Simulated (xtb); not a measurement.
Job for xtb: GFN2-xTB on C2H6FIn (SMILES C[CH2][InH][F]), a point of a torsion scan.

```
$ xtb mol.xyz --gfn 2 --sp --chrg 0 --uhf 0
10

C     -1.05425497     0.23959109    -0.65872675
C     -0.55345590    -0.05029848     0.74131221
In     1.66949474     0.17699766     1.02758102
F      2.15365456    -0.23580212     2.89997427
H     -0.60322624    -0.43389313    -1.38693387
H     -2.13702260     0.10556687    -0.69966716
H     -0.82981798     1.26405720    -0.95436881
H     -0.98172705     0.62614100     1.48247708
H     -0.75168632    -1.07856612     1.04733093
H      3.13213155     0.59236042     0.18020496
```

Output:

```
[...]
           -------------------------------------------------
          |                Calculation Setup                |
           -------------------------------------------------



           -------------------------------------------------
          |                 G F N 2 - x T B                 |
           -------------------------------------------------

        Reference                      10.1021/acs.jctc.8b01176
      * Hamiltonian:
        H0-scaling (s, p, d)           1.850000    2.230000    2.230000
        zeta-weighting                 0.500000
      * Dispersion:
        s8                             2.700000
        a1                             0.520000
        a2                             5.000000
        s9                             5.000000
      * Repulsion:
        kExp                           1.500000    1.000000
        rExp                           1.000000
      * Coulomb:
        alpha                          2.000000
        third order                    shell-resolved
        anisotropic                    true
        a3                             3.000000
        a5                             4.000000
        cn-shift                       1.200000
        cn-exp                         4.000000
        max-rad                        5.000000


          ...................................................
          :                      SETUP                      :
          :.................................................:
          :  # basis functions                  28          :
          :  # atomic orbitals                  27          :
          :  # shells                           15          :
          :  # electrons                        24          :
          :  max. iterations                   250          :
          :  Hamiltonian                  GFN2-xTB          :
          :  restarted?                      false          :
          :  GBSA solvation                  false          :
          :  PC potential                    false          :
          :  electronic temp.          300.0000000     K    :
          :  accuracy                    1.0000000          :
          :  -> integral cutoff          0.2500000E+02      :
          :  -> integral neglect         0.1000000E-07      :
          :  -> SCF convergence          0.1000000E-05 Eh   :
          :  -> wf. convergence          0.1000000E-03 e    :
          :  Broyden damping             0.4000000          :
          :  net charge                          0          :
          :  unpaired electrons                  0          :
          ...................................................

 iter      E             dE          RMSdq      gap      omega  full diag
   1    -13.2381177 -0.132381E+02  0.172E+01    3.68       0.0  T
   2    -13.2628426 -0.247249E-01  0.107E+01    3.40       1.0  T
   3    -13.3597613 -0.969187E-01  0.913E+00    3.45       1.0  T
   4    -13.4050216 -0.452604E-01  0.241E+00    3.34       1.0  T
   5    -13.4027555  0.226616E-02  0.202E+00    3.36       1.0  T
   6    -13.4069207 -0.416518E-02  0.300E-01    3.37       1.0  T
   7    -13.4069043  0.163596E-04  0.111E-01    3.37       1.0  T
   8    -13.4069255 -0.211874E-04  0.223E-02    3.37       1.4  T
   9    -13.4069251  0.371493E-06  0.113E-02    3.37       2.8  T
  10    -13.4069257 -0.600911E-06  0.340E-03    3.37       9.3  T
  11    -13.4069257 -0.217461E-08  0.546E-04    3.37      57.9  T
  12    -13.4069257 -0.888800E-10  0.131E-04    3.37     242.2  T

   *** convergence criteria satisfied after 12 iterations ***

         #    Occupation            Energy/Eh            Energy/eV
      -------------------------------------------------------------
         1        2.0000           -0.7312605             -19.8986
       ...           ...                  ...                  ...
         6        2.0000           -0.5068165             -13.7912
         7        2.0000           -0.4887862             -13.3006
         8        2.0000           -0.4637578             -12.6195
         9        2.0000           -0.4337218             -11.8022
        10        2.0000           -0.4320542             -11.7568
        11        2.0000           -0.4285789             -11.6622
        12        2.0000           -0.4030601             -10.9678 (HOMO)
        13                         -0.2792909              -7.5999 (LUMO)
        14                         -0.1671236              -4.5477
        15                         -0.0748283              -2.0362
        16                         -0.0415440              -1.1305
        17                         -0.0171894              -0.4677
       ...                                ...                  ...
        27                          0.7703394              20.9620
      -------------------------------------------------------------
                  HL-Gap            0.1237692 Eh            3.3679 eV
             Fermi-level           -0.3411755 Eh           -9.2839 eV

 SCC (total)                   0 d,  0 h,  0 min,  0.006 sec
 SCC setup                      ...        0 min,  0.000 sec (  1.779%)
 Dispersion                     ...        0 min,  0.000 sec (  0.840%)
 classical contributions        ...        0 min,  0.000 sec (  0.388%)
 integral evaluation            ...        0 min,  0.001 sec ( 15.687%)
 iterations                     ...        0 min,  0.003 sec ( 54.538%)
 molecular gradient             ...        0 min,  0.001 sec ( 24.807%)
 printout                       ...        0 min,  0.000 sec (  1.755%)

         :::::::::::::::::::::::::::::::::::::::::::::::::::::
         ::                     SUMMARY                     ::
         :::::::::::::::::::::::::::::::::::::::::::::::::::::
         :: total energy             -13.300918148526 Eh    ::
         :: gradient norm              0.000036096129 Eh/a0 ::
         :: HOMO-LUMO gap              3.367930156401 eV    ::
         ::.................................................::
         :: SCC energy               -13.406922386977 Eh    ::
         :: -> isotropic ES            0.040047828966 Eh    ::
         :: -> anisotropic ES          0.001189998886 Eh    ::
         :: -> anisotropic XC          0.004000575658 Eh    ::
         :: -> dispersion             -0.004152946994 Eh    ::
         :: repulsion energy           0.106004238451 Eh    ::
         :: add. restraining           0.000000000000 Eh    ::
         :: total charge               0.000000000000 e     ::
         :::::::::::::::::::::::::::::::::::::::::::::::::::::

           -------------------------------------------------
          |                Property Printout                |
           -------------------------------------------------

    * Orbital Energies and Occupations

         #    Occupation            Energy/Eh            Energy/eV
      -------------------------------------------------------------
         1        2.0000           -0.7312605             -19.8986
         2        2.0000           -0.6347219             -17.2717
         3        2.0000           -0.5887032             -16.0194
         4        2.0000           -0.5455403             -14.8449
         5        2.0000           -0.5252710             -14.2934
         6        2.0000           -0.5068165             -13.7912
         7        2.0000           -0.4887862             -13.3006
         8        2.0000           -0.4637578             -12.6195
         9        2.0000           -0.4337218             -11.8022
        10        2.0000           -0.4320542             -11.7568
        11        2.0000           -0.4285789             -11.6622
        12        2.0000           -0.4030601             -10.9678 (HOMO)
        13                         -0.2792909              -7.5999 (LUMO)
        14                         -0.1671236              -4.5477
        15                         -0.0748283              -2.0362
        16                         -0.0415440              -1.1305
        17                         -0.0171894              -0.4677
        18                         -0.0047291              -0.1287
        19                          0.1268043               3.4505
        20                          0.1397524               3.8029
        21                          0.1709794               4.6526
        22                          0.2058181               5.6006
        23                          0.2248227               6.1177
       ...                                ...                  ...
        27                          0.7703394              20.9620
      -------------------------------------------------------------
                  HL-Gap            0.1237692 Eh            3.3679 eV
             Fermi-level           -0.3411755 Eh           -9.2839 eV

     #   Z          covCN         q      C6AA      α(0)
     1   6 C        3.772    -0.104    22.525     6.763
     2   6 C        3.664    -0.093    22.562     6.813
     3  49 In       2.448     0.282   278.356    32.124
     4   9 F        0.686    -0.380    13.286     4.303
     5   1 H        0.925     0.056     2.241     2.341
     6   1 H        0.924     0.057     2.230     2.336
     7   1 H        0.925     0.056     2.241     2.341
     8   1 H        0.926     0.079     1.989     2.206
     9   1 H        0.926     0.079     1.989     2.205
    10   1 H        0.897    -0.033     3.701     3.010

 Mol. C6AA /au·bohr⁶  :       1495.215016
 Mol. C8AA /au·bohr⁸  :      89214.455488
 Mol. α(0) /au        :         64.442874


Wiberg/Mayer (AO) data.
largest (>0.10) Wiberg bond orders for each atom

 ---------------------------------------------------------------------------
     #   Z sym  total        # sym  WBO       # sym  WBO       # sym  WBO
 ---------------------------------------------------------------------------
     1   6 C    3.996 --     2 C    1.031     5 H    0.972     7 H    0.972
                             6 H    0.967
     2   6 C    3.988 --     1 C    1.031     8 H    0.936     9 H    0.936
                             3 In   0.756    10 H    0.248
     3  49 In   2.554 --     4 F    0.946     2 C    0.756    10 H    0.671
     4   9 F    1.096 --     3 In   0.946
     5   1 H    0.997 --     1 C    0.972
     6   1 H    0.984 --     1 C    0.967
     7   1 H    0.997 --     1 C    0.972
     8   1 H    0.994 --     2 C    0.936
     9   1 H    0.994 --     2 C    0.936
    10   1 H    0.990 --     3 In   0.671     2 C    0.248
 ---------------------------------------------------------------------------

Topologies differ in total number of bonds
Writing topology from bond orders to xtbtopo.mol

molecular dipole:
                 x           y           z       tot (Debye)
 q only:       -1.189       0.221      -1.494
   full:       -1.231       0.243      -1.603       5.176
molecular quadrupole (traceless):
                xx          xy          yy          xz          yz          zz
 q only:        0.628       1.057       7.026     -10.401       1.463      -7.654
  q+dip:        1.587       1.475       7.680     -11.980       1.763      -9.266
   full:       -1.000       0.540      11.113     -11.752       3.001     -10.113


           -------------------------------------------------
          | TOTAL ENERGY              -13.300918148526 Eh   |
          | GRADIENT NORM               0.000036096129 Eh/α |
          | HOMO-LUMO GAP               3.367930156401 eV   |
           -------------------------------------------------

------------------------------------------------------------------------
------------------------------------------------------------------------
 total:
Note: The following floating-point exceptions are signalling: IEEE_UNDERFLOW_FLAG IEEE_DENORMAL
normal termination of xtb
 SCF:
```

The run finished.

Cost: roughly 0.03 core-seconds.
